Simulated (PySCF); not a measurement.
Ge(Cl)3(Et), SMILES [Cl][Ge]([Cl])([Cl])[CH2]C, PBE0/def2-SVP optimised geometry.

```
11

C     -0.42     0.80     1.20
C     -0.87    -0.01     0.00
Ge    -0.18    -1.82     0.00
Cl    -0.82    -2.89     1.75
Cl    -0.83    -2.93    -1.72
Cl     1.97    -1.82     0.00
H      0.68     0.89     1.24
H     -0.83     1.82     1.17
H     -0.74     0.34     2.15
H     -0.55     0.44    -0.95
H     -1.97    -0.11    -0.04
```

Density from PBE0/def2-TZVP (PySCF) at that geometry.

Minimum of the electron density along straight lines between bonded atoms, close to the bond critical point (lines longer than 1.1 times the sum of covalent radii, or with two minima, are not listed):

```
bond     length / Å  ρ at the minimum / e bohr⁻³  ∇²ρ there / e bohr⁻⁵  position (fraction from the first atom)
-------  ----------  ---------------------------  --------------------  ---------------------------------------
C1–C2         1.522                        0.243                 -0.59                                     0.49
C2–Ge3        1.938                        0.136                  0.04                                     0.52
Ge3–Cl4       2.150                        0.107                  0.16                                     0.43
Ge3–Cl5       2.146                        0.107                  0.16                                     0.43
Ge3–Cl6       2.150                        0.107                  0.16                                     0.43
C1–H7         1.100                        0.273                 -0.92                                     0.64
C1–H8         1.101                        0.272                 -0.91                                     0.64
C1–H9         1.100                        0.273                 -0.92                                     0.64
C2–H10        1.102                        0.271                 -0.90                                     0.65
C2–H11        1.102                        0.271                 -0.90                                     0.65
```
